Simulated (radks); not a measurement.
Ar II, configuration [Ne] 3s2 3p5. All-electron calculation, non-relativistic Kohn-Sham, PBE, spin-unpolarised, spherical densities, point nucleus. Program: a radial shooting solver on a logarithmic mesh with Libxc functionals.

X-ray form factor f0, the Fourier transform of the density (f0(0) = 17):

sin(theta)/lambda (1/angstrom),f0 (electrons)
0.05,16.638
0.1,15.650
0.15,14.281
0.2,12.805
0.25,11.427
0.3,10.258
0.4,8.594
0.5,7.573
0.6,6.850
0.8,5.604
1,4.429
1.25,3.229
1.5,2.413
2,1.607
